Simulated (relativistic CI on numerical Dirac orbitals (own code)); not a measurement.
Calculated at this level of theory: Dirac-Coulomb-Breit CI, separate exchange-only KLI orbitals for each configuration, a model potential for QED, unscaled Slater integrals (own radial code, finite nucleus).

CI space (outside the closed core [Ar] 3d10): 4s²4p⁶4d, 4s²4p⁵4d², 4s²4p⁶4f, 4s4p⁶4d², 4s²4p⁵4d4f, 4s4p⁶4d4f, 4s²4p⁶5s, 4s²4p⁶5p, 4s²4p⁶5d, 4s²4p⁵4d5s, 4s²4p⁶5f, 4s²4p⁵4d5p, 4p⁶4d²4f, 4s²4p⁶5g, 4s4p⁶4f5s, 4s²4p⁶6s, 4s4p⁶4d5s, 4s²4p⁵4d5d, 4s²4p⁶6p, 4p⁶4d³, 4p⁵4d⁴, 4p⁵4d³4f, 4p⁶4d4f², 4p⁵4d²4f², 4p⁶4f³, 4p⁵4d4f³, 4p⁶4f²5s, 4s4p⁶4f², 4s4p⁵4f³. Double excitations out of closed p, d and f shells are left out; levels of such configurations are missing from the list, as are those of other unlisted configurations, and high levels can miss mixing partners. These lack a partner that the ground configuration has and come out too high: 4s²4p⁵4d5s, 4s²4p⁵4d5p, 4s²4p⁵4d5d, 4s²4p⁶5p, 4s²4p⁶5d.

At this charge energies of transitions that change n are usually good to better than 1 %, and those within a shell (Δn = 0) to a few per cent.

Outline of the computed level scheme of Sm XXVI. Lowest level of each configuration: 4s²4p⁶4d ²D3/2 at 0.000 eV; 4s²4p⁵4d² ⁴D°1/2 at 108.234 eV; 4s²4p⁶4f ²F°5/2 at 142.761 eV.

Some strong electric-dipole decays among the lowest 45 levels: 4s²4p⁵4d² ²F°5/2 → 4s²4p⁶4d ²D3/2 (1.5e+12 s⁻¹); 4s²4p⁵4d² ²P°1/2 → 4s²4p⁶4d ²D3/2 (1.1e+12 s⁻¹); 4s²4p⁵4d² ⁴D°1/2 → 4s²4p⁶4d ²D3/2 (2.4e+11 s⁻¹); 4s²4p⁵4d² ²P°1/2 → 4s²4p⁶4d ²D3/2 (1.9e+11 s⁻¹); 4s²4p⁵4d² ²P°3/2 → 4s²4p⁶4d ²D5/2 (1.8e+11 s⁻¹); 4s²4p⁵4d² ⁴F°5/2 → 4s²4p⁶4d ²D5/2 (1.3e+11 s⁻¹); 4s²4p⁵4d² ²D°3/2 → 4s²4p⁶4d ²D3/2 (1.2e+11 s⁻¹); 4s²4p⁶4f ²F°7/2 → 4s²4p⁶4d ²D5/2 (9.2e+10 s⁻¹).

LS names give the leading component of a level, which can be under half, so a name can repeat, a term be missing and a line seem to break the LS rules.
